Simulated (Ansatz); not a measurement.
Ansatz (a quantum-chemistry and plane-wave program) input:

Ansatz 0.2 input:
```yaml
crystal:
  periodic: [false, false, false]
  atoms:
    - {symbol: Si, position_ang: [-0.83674266, 0.24438014, 0.12342932]}
    - {symbol: Br, position_ang: [0.23354587, -0.39701321, -1.83061130]}
    - {symbol: Br, position_ang: [0.92698264, 0.23034025, 1.62817304]}
    - {symbol: O, position_ang: [-1.62896448, 1.55718991, 0.04414134]}
    - {symbol: O, position_ang: [-1.66119821, -1.14307545, 0.54037721]}
    - {symbol: H, position_ang: [-2.58279891, -0.90068416, 0.68118009]}
basis:
  gaussian:
    orbitals: def2-SVPD
total_charge: -1
magnetization: {spin_polarized: false}
correlation: {method: ccsd_t, electrons: outside_noble_gas}
output: {forces: true}
```

### Question
What final total energy does it print?

### Answer
-5584.28810 Eh (CCSD(T)/def2-SVPD). The basis has 160 functions. The run takes about 8 core-minutes (a rough figure).

It need not be the lowest isomer of its formula. Whether it binds its extra electron was not tested at this geometry.
